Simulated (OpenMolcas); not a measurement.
**C: effect of the IPEA shift**

```json
{
 "Program": "OpenMolcas",
 "Basis": "ANO-R2 [4s4p2d1f]",
 "Scalar Hamiltonian": "X2C, finite nucleus",
 "Active space": "4 electrons in 8 orbitals (2s 2p 3s 3p)",
 "State averaging": "2S+1 = 3 even, 3 roots; 2S+1 = 1 even, 6 roots; 2S+1 = 5 odd, 1 root; 2S+1 = 3 odd, 8 roots",
 "Spin-orbit coupling": "state interaction with AMFI integrals over the reference wave functions, term energies averaged over their components"
}
```

Methods on the same reference wave functions:
A. CASSCF
B. SS-CASPT2, IPEA 0.25 Eh, imaginary shift 0.1 Eh (closed shells correlated: 1s)
C. SS-CASPT2, IPEA 0.5 Eh, imaginary shift 0.1 Eh (closed shells correlated: 1s)

Energies in cm⁻¹ above 2s² 2p² ³P₀, the measured ground level; measured values from NIST Handbook of Basic Atomic Spectroscopic Data.

```
      Level      A      B      C  Measured
2s² 2p² ³P₀    0.0    0.0    0.0       0.0
2s² 2p² ³P₁   14.5   14.5   14.5      16.4
2s² 2p² ³P₂   43.4   43.4   43.4      43.4
2s² 2p² ¹D₂  11966  10460  10350     10193
2s² 2p² ¹S₀  18810  20860  20650     21648
2s 2p³ ⁵S°₂  25452  31790  31480     33735
2s 2p³ ³D°₁  67490  63400  63970     64090
2s 2p³ ³D°₂  67494  63400  63980     64091
2s 2p³ ³D°₃  67500  63410  63980     64087
2s 2p³ ³P°₀  76686  74870  74990     75256
2s 2p³ ³P°₁  76689  74870  74990     75254
2s 2p³ ³P°₂  76694  74880  75000     75255
```

Deviations, from unrounded energies. A percentage is the sum of absolute deviations over the sum of measured energies, with the sign that they share, or ± where signs differ.

```json
{"Against measurement": "mean absolute deviation (cm-1)", "Levels": "11", "A": "2500", "B": "560", "C": "410"}
{"Against measurement": "fine structure of the ground term (%)", "Levels": "2", "A": "±3.2", "B": "±3.2", "C": "±3.2"}
{"Against measurement": "other terms of the ground configuration (%)", "Levels": "2", "A": "±14.5", "B": "±3.3", "C": "±3.6"}
{"Against measurement": "other configurations (%)", "Levels": "7", "A": "±5.0", "B": "-1.1", "C": "-0.7"}
```

C lies closest to measurement on these levels and A furthest from it. The largest miss of C in the table is 2s 2p³ ⁵S°₂, by -2300 cm-1. The ranking rests on the paired levels alone, and a cruder setting can come out closer through cancelling errors.

Between B and C the level of the table that moves most is 2s 2p³ ³D°₃, by 580 cm-1 (lowest in B, highest in C). Moves below CASPT2's spread within the term are not significant.

From A to B the spin-free energies of the other terms of 2s² 2p² shown, above ³P, scale by factors of 0.87 to 1.11.

The lowest spin-free term lies below A's lowest term by 0.057 hartree in B, 0.055 hartree in C.

Term energies are means over components that CASPT2 splits; among the terms shown or strongly mixed into the levels shown the widest spread is 140 cm-1 (2s 2p³ ³D°, C). Active for correlation alone: 3p 3s; no level in the range computed is led by a configuration that fills them, so any true level of that kind is missing. Without dynamic correlation excited terms often stand tens of per cent too high (terms of higher spin than the ground term too low), and those without a measured partner can miss by more than the paired ones (holds for A). Measured partners are found by configuration, term and J. A level has none where our copy of the source lacks it or the pairing is in doubt (some pairs that miss far off the trend of their configuration count as doubtful), and it then counts in no deviation. Only configurations of the active space appear.

° marks odd parity.
